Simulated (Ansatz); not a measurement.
Consider the ligand exchange at a B–O bond: `BO[SiH2]C#C` + `CCN[SiH2]Cl` → `BN(CC)[SiH2]Cl` + `C#C[SiH2]O`.

Gas-phase electronic energies from Ansatz, PBE0-D4/def2-TZVP geometries. CCSD(T)/CBS adds triple-zeta CCSD(T) − MP2 to the extrapolated MP2 energy (def2 sets, frozen cores). Functionals use def2-TZVPP. B3LYP here is the variant with VWN-RPA as its local correlation; programs differ in this. One conformer a species, not always the lowest.

CCSD(T)/CBS gives -1.6 kJ/mol.

Q: Another level gave +2.0 kJ/mol. Which?
A. B3LYP/def2-TZVPP
B. HF/def2-TZVPP
C. MP2/def2-TZVPP
D. ωB97X-V/def2-TZVPP

A: D. ωB97X-V 2.0, B3LYP 8.3, MP2/def2-TZVPP -5.4, HF/def2-TZVPP 19.1 kJ/mol.

Largest T1 diagnostic among the species: 0.014.

The D4 term adds −5.3 kJ/mol with B3LYP and −2.8 kJ/mol with PBE0; it sums over pairs of atoms, weighted by their polarisabilities, and B3LYP, whose exchange is more repulsive, gets the larger term. In def2-TZVPP, CCSD(T) changes the Hartree–Fock value by −22.0 kJ/mol (the triples alone add −3.3 kJ/mol) and MP2 by −24.5 kJ/mol.
